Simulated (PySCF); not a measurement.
# Which determinant of CaCl lies lowest?

Unrestricted PBE0; Ca aug-pcseg-1, Cl aug-pcseg-1; no relativity (PySCF 2.14). Outer shells of the fragments: Ca 4s2; Cl 3s2 3p5.

Followed along the bond (rough minima from three points):

```json
{"2Ms+1": "2", "unpaired": "σ ↑", "⟨S²⟩ at the start": "0.75", "R at minimum (Å)": "2.45", "Te (eV)": "0.00"}
{"2Ms+1": "2", "unpaired": "π ↑", "⟨S²⟩ at the start": "0.75", "R at minimum (Å)": "2.46", "Te (eV)": "1.61"}
{"2Ms+1": "4", "unpaired": "σ ↑, π ↑↑", "⟨S²⟩ at the start": "3.75", "R at minimum (Å)": "none in the scan", "Te (eV)": "≤ 6.05"}
```

Solutions found at the starting distance of 2.560 Å, counted from the lowest of them; the search is not exhaustive and high or unbound solutions are not listed, so other states can lie among these:

```csv
2Ms+1,unpaired,term,E (eV),⟨S²⟩,⟨Lz²⟩,μ (D)
2,σ ↑,²Σ⁺,0.00,0.75,0.00,-4.65
2,π ↑,²Π,1.60,0.75,1.00,-4.49
2,δ ↑,²Δ,1.99,0.75,4.00,-8.76
4,"σ ↑, π ↑↑",mixed,6.25,3.75,2.03,2.13
4,"σ ↑, π ↑↑",mixed,6.33,3.75,2.01,4.12
4,"σ ↑↑, π ↑",mixed,6.36,3.75,2.12,4.72
4,"σ ↑, π ↑, δ ↑",mixed,6.53,3.75,5.01,2.21
4,"σ ↑, π ↑, δ ↑",mixed,6.53,3.75,4.94,2.27
```

A term symbol is given only where ⟨S²⟩ and ⟨Lz²⟩ are close to those of a pure state; real π, δ and φ orbitals otherwise mix terms. A positive dipole means Ca(−)Cl(+).

Counting both spins, an empty level lies below a filled one in some of these solutions, because spin and occupation are held.
